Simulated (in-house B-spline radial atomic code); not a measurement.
**RPA and G0W0 on LDA exchange-only: Ar⁷⁺**

Configuration [Ne] 3s1, highest spin, mean-field start LDA exchange-only. Computed with a B-spline radial code for spherical atoms: all electrons, scalar-relativistic (spin-free one-electron X2C), finite nucleus, each spin shell either full or empty, empty states to l = 9 with an (l + 1/2)⁻⁴ tail; G0W0 by contour deformation at full frequency.

Command:
```bash
python run_gw.py task.json out
```
Settings (radii: box in bohr, nucleus in fm):
```
Z                        18
electrons                11
configuration            [Ne] 3s1
hamiltonian              x2c
method                   lda,
lmax                     9
rms_radius               3.4274
spin_polarised           True
box_radius               8.41
intervals                67
ion_configuration        [He] 2s2 2p6
```

Time taken, with all properties: 1.9 s on 1 thread of Arm Neoverse V2, on a shared host.

Energies (hartree):

```csv
term,value
mean-field total,-510.78113
Hartree-Fock functional on these orbitals,-512.98862
direct second order,-0.74298
second-order exchange,0.28502
SOSEX correction,0.26444
```

(1) What is the RPA correlation energy, and what remains with SOSEX?

Quasi-particle levels (eV):

```csv
level,occupied,mean field,Σx - vxc,Σc,QP weight,G0W0
3s up,yes,-134.85,-8.30,?,?,?
2p down,yes,-365.65,-33.03,3.48,0.958,-395.20
2p up,yes,-366.30,-33.14,3.58,0.956,-395.86
3s down,no,-128.41,6.54,-2.68,0.954,-124.55
```

G0W0 = mean field + (Σx - vxc) + Σc, with Σc (partial-wave tail included) taken at the quasi-particle energy. Only the outer levels were computed. Levels of low weight are left out.

(2) Where does G0W0 put 3s up?

(3) What does it cost to remove one electron (to [He] 2s2 2p6) by differences of total energies, each species on its own start (correlation terms add to the Hartree-Fock functional)?

Results:

(1) RPA gives -0.68283 hartree (-1.69 eV per electron); RPA + SOSEX gives -0.4184, and the second-order doubles -0.45796 hartree (no singles). SOSEX takes back 39 % of the RPA value.

(2) At -144.94 eV, with Σc = -1.78 eV and a quasi-particle weight of 0.973. The tabulated removal energy is 143.457 ± 0.0012 eV (NIST, semi-empirical); the calculation leaves out spin-orbit coupling, Breit and QED terms, and what these don't explain is the method's own error.

(3) LDA exchange-only 143.11 eV, Hartree-Fock functional 142.92 eV, + RPA 144.46 eV, + RPA + SOSEX 143.41 eV, + second order 143.54 eV. Tabulated: 143.457 ± 0.0012 eV (NIST, semi-empirical); the calculation leaves out spin-orbit coupling, Breit and QED terms, and what these don't explain is the method's own error.
